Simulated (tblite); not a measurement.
Compound: C₆H₁₂O.
Bonds: C1–O2, O2–C3, C3–C4, C4–C5, C5–C6, C6–C7, C4–C7. Hydrogens: H8, H9, H10 on C1; H11, H12 on C3; H13 on C4; H14, H15 on C5; H16, H17 on C6; H18, H19 on C7.

Computed with GFN2-xTB (tblite), gas phase: nudged elastic band of 9 images (0 to 8), spring 0.2 eV/Å², climbing image at the end, force threshold 0.05 eV/Å. No saddle search or frequency run followed, so the top image need not be a first-order saddle, and its height can exceed the method's true barrier by a kcal/mol or more.

Path: rotation about C3–C4 (sp3 carbon bound to oxygen, four-membered-ring carbon), followed by the dihedral O2–C3–C4–C5, from -54° to 75°. Start geometry (image 0):
```
atom  x, y, z in Å
C1      2.799    0.356    0.217
O2      1.400    0.353    0.242
C3      0.836   -0.658   -0.562
C4     -0.682   -0.592   -0.489
C5     -1.309   -0.625    0.916
C6     -2.192    0.572    0.535
C7     -1.331    0.784   -0.719
H8      3.209   -0.592    0.588
H9      3.122    1.168    0.867
H10     3.181    0.527   -0.798
H11     1.166   -0.532   -1.607
H12     1.182   -1.647   -0.216
H13    -1.093   -1.361   -1.146
H14    -1.827   -1.542    1.191
H15    -0.577   -0.376    1.681
H16    -3.214    0.281    0.299
H17    -2.210    1.394    1.246
H18    -0.608    1.587   -0.596
H19    -1.864    0.913   -1.659
```

The first guess turns that dihedral rigidly in even steps and adds one set of random displacements (0.04 Å standard deviation a coordinate) to every inner image. Energies of the images above image 0 (eV) in the early part of the optimisation:

```json
{"iteration": "0", "1": "1.088", "2": "1.194", "3": "1.276", "4": "1.284", "5": "1.216", "6": "1.113", "7": "1.024", "8": "0.000"}
{"iteration": "10", "1": "0.049", "2": "0.099", "3": "0.151", "4": "0.169", "5": "0.146", "6": "0.100", "7": "0.057", "8": "0.000"}
```

**Question.** Where does the band end, and how far was the first guess from it?

**Answer.** Final energies, images 1 to 8: 0.014, 0.060, 0.109, 0.126, 0.104, 0.059, 0.018, 0.000 eV. The highest point drops from 1.28 eV (image 4) to 0.126 eV (image 4), by 1.16 eV. Image 4 moved by 0.06 Å rms, its dihedral from 12° to 10°. The end images are fixed. The true force on the top image ends at 0.046 eV/Å, and the largest on any image at 0.06 eV/Å; away from the top, the method drives only the force across the path to zero. The last saved iteration is 30.

The cost below is that of the whole band run. Hardware: one thread, Arm Neoverse V1, shared host. Cost: 2.2 s of wall time.
